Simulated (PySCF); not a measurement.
Numbering as in the mapped SMILES `[CH3:1][CH2:2][c:3]1[nH:4][cH:5][cH:6][p:7]1`. Hydrogens are named by the atom that carries them.

Method: coordinates at the PBE0-D3(BJ)/def2-SVP level, shieldings: GIAO B3LYP/pcSseg-1, in PySCF 2.14.0 with density-fitted response routines (relativity neglected, single conformer, in vacuum, fast rotation and ring inversion assumed for equivalent nuclei).

δ = σ(ref) − σ, references computed at the same level: TMS for ¹³C and ¹H; ¹⁵N vs NH3; ³¹P vs H3PO4.

```csv
atoms,nucleus,count,δ (ppm)
H(C6),¹H,1,?
H(N4),¹H,1,?
C5,¹³C,1,129.0
N4,¹⁵N,1,197.3
H(C1),¹H,3,1.22
C2,¹³C,1,?
C6,¹³C,1,137.1
P7,³¹P,1,113.3
H(C5),¹H,1,7.22
H(C2),¹H,2,?
C1,¹³C,1,21.5
C3,¹³C,1,179.0
```

Problem. Complete the table.

Solution. 
- C2: 28.6 ppm, sp3 CH2 on an aromatic ring; a saturated carbon with 2 carbon neighbours and no heteroatom attached
- H(N4): 8.14 ppm, hydrogen on a pyrrole-type ring nitrogen; exchangeable; this is the value without hydrogen bonding to other molecules
- H(C6): 6.99 ppm, hydrogen on an aromatic CH; it sits in the deshielding region of the aromatic ring current
- H(C2): 2.78 ppm, hydrogen on an sp3 CH2 on an aromatic ring; benzylic-type position, deshielded by the ring

OH/NH shifts are gas-phase values; hydrogen bonding in solution moves them, usually downfield. Shifts are as computed. Against solution values, carbons near 30 ppm lie about +2 ppm off and those near 130 ppm about +6 ppm. Of 1313 compounds with measured shifts, 239 miss one by over three times the rms of a fit or turn the order of signals round; such compounds aren't used in these exercises. Experimental scales use liquid or dissolved standards, which lie at an offset from isolated NH3 (liquid NH3: subtract about 20 ppm) and H3PO4. Unscaled 15N shifts of sp2 nitrogen come out 20 to 40 ppm too high even then.
